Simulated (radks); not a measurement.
The numbers below are computed, except where a source is named.
Problem. P XII, configuration [He] 2s2. Level of theory: scalar-relativistic Kohn-Sham, exchange-only r2SCAN, spin-polarised, spherical densities, finite nucleus; meta-GGA in the generalised Kohn-Sham scheme; Fermi nuclear charge, rms radius 3.1889 fm (a radial shooting solver on a logarithmic mesh with Libxc functionals). Some entries of the table are withheld. Estimate them.

orbital  occ.  eigenvalue (eV)  <1/r> (bohr^-1)
1s          2        -2585.640              (1)
2s          2        -537.2163              (2)
2p          0              (3)            3.249
3s          0              (4)            1.462
3d          0              (5)            1.401

Solution. 
(1) 1s <1/r> (bohr^-1): 14.74
(2) 2s <1/r> (bohr^-1): 3.328
(3) 2p eigenvalue (eV): -502.0053
(4) 3s eigenvalue (eV): -201.6109
(5) 3d eigenvalue (eV): -188.3558
